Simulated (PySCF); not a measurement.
CuI, SMILES [Cu][I] (connectivity only; charge and spin as stated), charge -1, multiplicity 2. Atoms are numbered in the order given.

```xyz
2

Cu     0.0000     0.0000    -1.6417
I      0.0000     0.0000     0.8983
```
Charge -1, spin multiplicity 2.

Coordinates come from a PBE-D3(BJ)/def2-TZVPD optimisation. The multiplicity is an assumed one; other spin states were not compared. The def2 effective core potentials stand for the cores of I; spin–orbit coupling is left out.

The numbers are results of PBE-D3(BJ)/def2-TZVPD (PySCF), not measurements.

Frequencies are harmonic and unscaled.

```json
[
 {"mode": "1", "ν (cm⁻¹)": "171", "IR (km/mol)": "9.6", "moving atoms (share of kinetic energy)": "Cu 67 %, I 33 %"}
]
```
